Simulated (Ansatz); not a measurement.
Geometry optimisation, RKS B3LYP-D4/def2-SVP (Ansatz 0.2.0).

input.yaml

```yaml
crystal:
  periodic: [false, false, false]
  atoms:
    - { symbol: In, position_ang: [0.255867, 0.607631, -0.637009] }
    - { symbol: O, position_ang: [-0.012688, 0.087909, 2.487111] }
    - { symbol: H, position_ang: [-0.928336, 0.234709, 2.771459] }
    - { symbol: Cl, position_ang: [1.98249, -0.71299, -1.572054] }
    - { symbol: Cl, position_ang: [-1.885038, -0.213672, -1.250253] }
    - { symbol: Si, position_ang: [0.51796, 2.68115, 0.804106] }
    - { symbol: H, position_ang: [1.550875, 2.406689, 1.848064] }
    - { symbol: H, position_ang: [0.949162, 3.875649, 0.023861] }
    - { symbol: H, position_ang: [-0.778523, 2.97907, 1.475791] }
    - { symbol: H, position_ang: [0.46543, 0.895355, 2.785523] }
basis:
  gaussian: { orbitals: def2-SVP }
hamiltonian:
  xc: b3lyp
  dispersion: d4
relax:
  f_tol: 0.03
  max_steps: 50
```

Run as:

```bash
$ ansatz run input.yaml --threads 4 --pin off --max-ram 5120MiB --backend cpu --events-out ev --progress --plain --runs-dir out
```

Q: Where does it end, and by what steps?

A: The run converged. After 12 steps the energy has fallen by 0.501 eV; H3 moved furthest, 1.41 Å. Joined: In1–O2.

```
step  energy less start (eV)  largest force component (eV/Å)  accepted
   0                  0.0000                           0.769       yes
   1                 -0.0191                           1.836       yes
   2                 -0.1484                           1.416       yes
   3                 -0.2834                           0.817       yes
   4                 -0.3544                           0.329       yes
   5                 -0.4048                           0.286       yes
   6                 -0.4231                           0.699       yes
   7                 -0.4465                           0.637       yes
   8                 -0.4695                           0.290       yes
   9                 -0.4821                           0.788       yes
  10                 -0.4944                           0.491       yes
  11                 -0.4934                           0.233        no
  12                 -0.5008                           0.024       yes
```

```xyz
10
Properties=species:S:1:pos:R:3
In 0.275 0.747 0.030
O 0.012 -0.483 2.042
H -0.878 -0.836 1.848
Cl 1.891 -0.631 -1.032
Cl -1.948 -0.131 -0.336
Si 0.647 3.200 0.715
H 1.767 3.277 1.698
H 0.987 4.012 -0.487
H -0.591 3.739 1.348
H -0.044 -0.054 2.909
```

The run took 14 s on 4 threads of AMD EPYC 9R45 96-Core Processor (Zen 5) (shared host), peak memory 0.35 GiB.
